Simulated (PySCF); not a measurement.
Compound: C2H7ClOSi2.
Geometry (PBE0-D3(BJ)/def2-SVP, Å), atoms numbered from 1 in this order:
```
atom  x, y, z in Å
O1    -2.5395   -0.5351    0.8428
Si2   -2.0358    0.5052   -0.3608
C3    -0.1705    0.4571   -0.5013
C4     0.5704   -0.4059    0.2146
Si5    2.4289   -0.5221    0.1338
Cl6    3.1180    0.8681   -1.2405
H7    -2.4623   -0.2139    1.7454
H8    -2.6698    0.0349   -1.6233
H9    -2.4688    1.9117   -0.0822
H10    0.3454    1.1473   -1.1853
H11    0.0486   -1.1003    0.8914
H12    3.0503   -0.2157    1.4544
H13    2.8714   -1.8756   -0.3062
```

The calculation used PBE0-D3(BJ)/def2-SVP geometry optimisation, gas phase in PySCF.

Masses are those of the commonest isotopes; rigid-rotor values at the optimised geometry. The values belong to one conformer with, in the numbering `[OH:1][SiH2:2]/[CH:3]=[CH:4]/[SiH2:5][Cl:6]`, H–O1–Si2–C3 80°, O1–Si2–C3–C4 5°, C3–C4–Si5–Cl6 -1°.

**Question.** What are A, B and C (cm⁻¹)?

**Answer.** Ia = 108.67, Ib = 742.90, Ic = 837.66 u·Å²; 505379 MHz·u·Å²/I gives 4650, 680.3 and 603.3 MHz, that is A = 0.15512, B = 0.02269, C = 0.02012 cm⁻¹.

**Question.** Classify the top.

**Answer.** A near-prolate asymmetric top. Ray's parameter κ = (2B − A − C)/(A − C) = -0.962; −1 is the prolate and +1 the oblate limit.

**Question.** Is it planar, by Δ = Ic − Ia − Ib?

**Answer.** Not planar: Δ = Ic − Ia − Ib = -13.91 u·Å². For a rigid frame Δ = −2 Σ m c², so Σ m c² = 6.96 u·Å² lies off the ab plane: 6.80 from hydrogen and 0.16 from heavier atoms. The atom farthest from that plane is 1.31 Å away.

**Question.** Give the other two planar moments, Paa and Pbb, and the rms extents of the mass along the axes.

**Answer.** Paa = Σ m a² = (Ib + Ic − Ia)/2 = 735.95 and Pbb = Σ m b² = (Ia + Ic − Ib)/2 = 101.72 u·Å². With the mass M = 137.97 u, the rms extents √(P/M) along a, b and c are 2.31, 0.86, 0.22 Å.

**Question.** Predict some low-J microwave lines.

**Answer.** The dipole components are |μa| = 0.80 D, |μb| = 1.08 D, |μc| = 1.27 D. The squared components, which scale the intensities, stand as 0.39 : 0.72 : 1.00 (a : b : c). Some of the stronger lines:

```json
{"type": "a", "branch": "Q", "J(Ka,Kc)": "3(1,2) ← 3(1,3)", "MHz": "462", "lower level (cm⁻¹)": "0.383"}
{"type": "a", "branch": "R", "J(Ka,Kc)": "1(0,1) ← 0(0,0)", "MHz": "1284", "lower level (cm⁻¹)": "0.000"}
{"type": "a", "branch": "R", "J(Ka,Kc)": "2(1,1) ← 1(1,0)", "MHz": "2644", "lower level (cm⁻¹)": "0.178"}
{"type": "a", "branch": "R", "J(Ka,Kc)": "3(1,3) ← 2(1,2)", "MHz": "3735", "lower level (cm⁻¹)": "0.258"}
{"type": "c", "branch": "Q", "J(Ka,Kc)": "3(1,3) ← 3(0,3)", "MHz": "3783", "lower level (cm⁻¹)": "0.257"}
{"type": "a", "branch": "R", "J(Ka,Kc)": "3(2,1) ← 2(2,0)", "MHz": "3855", "lower level (cm⁻¹)": "0.663"}
{"type": "c", "branch": "Q", "J(Ka,Kc)": "1(1,1) ← 1(0,1)", "MHz": "3970", "lower level (cm⁻¹)": "0.043"}
{"type": "b", "branch": "Q", "J(Ka,Kc)": "1(1,0) ← 1(0,1)", "MHz": "4047", "lower level (cm⁻¹)": "0.043"}
{"type": "b", "branch": "Q", "J(Ka,Kc)": "2(1,1) ← 2(0,2)", "MHz": "4125", "lower level (cm⁻¹)": "0.128"}
{"type": "c", "branch": "Q", "J(Ka,Kc)": "2(2,1) ← 2(1,1)", "MHz": "11910", "lower level (cm⁻¹)": "0.266"}
{"type": "b", "branch": "Q", "J(Ka,Kc)": "2(2,0) ← 2(1,1)", "MHz": "11912", "lower level (cm⁻¹)": "0.266"}
{"type": "b", "branch": "Q", "J(Ka,Kc)": "2(2,1) ← 2(1,2)", "MHz": "12141", "lower level (cm⁻¹)": "0.258"}
{"type": "b", "branch": "R", "J(Ka,Kc)": "2(2,1) ← 1(1,0)", "MHz": "14555", "lower level (cm⁻¹)": "0.178"}
{"type": "c", "branch": "R", "J(Ka,Kc)": "3(3,1) ← 2(2,1)", "MHz": "23895", "lower level (cm⁻¹)": "0.663"}
{"type": "b", "branch": "R", "J(Ka,Kc)": "3(3,0) ← 2(2,1)", "MHz": "23895", "lower level (cm⁻¹)": "0.663"}
```

Not checked by PBE0-D3(BJ)/def2-SVP frequencies. These are rigid-rotor constants of the computed structure; measured ground-state constants (B0) also hold zero-point vibration. Quadrupole hyperfine structure (35Cl) is left out.
